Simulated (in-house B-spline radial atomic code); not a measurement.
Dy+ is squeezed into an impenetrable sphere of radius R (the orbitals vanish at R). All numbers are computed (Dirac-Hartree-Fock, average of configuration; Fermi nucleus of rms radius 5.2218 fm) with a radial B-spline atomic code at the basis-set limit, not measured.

Energies in eV above the free ion in [Xe] 4f10 6s1:

```csv
R (bohr),highest level (eV),[Xe] 4f10 6s1,[Xe] 4f10 6f1,[Xe] 4f10 5d1
7.16,-10.4,0.3684,24.76,2.398
6.88,-10.3,0.4978,26.51,2.452
4.82,-6.52,4.466,51.27,3.981
4,-0.0558,11.86,75.05,7.175
3.47,9.7,24.68,103.3,13.76
3.14,20.8,41.33,132.4,23.46
2.56,61.3,117.1,236.8,74.39
2.03,159,361.9,515.7,261.7
1.61,363,1039,1216,825
1.42,550,1792,1969,1479
```

Q: Does [Xe] 4f10 6f1 fall below [Xe] 4f10 6s1 under compression?

A: No, it stays above over the whole range.

Q: Does [Xe] 4f10 5d1 fall below [Xe] 4f10 6s1 under compression?

A: Yes, between R = 6.88 and 4.82 bohr the order changes (near 5.23 bohr by linear interpolation).

The highest level is first positive in the row R = 3.47 bohr, pushed up by confinement above the zero of the free ion's potential. Each configuration is held fixed and needn't be the lowest in the sphere.
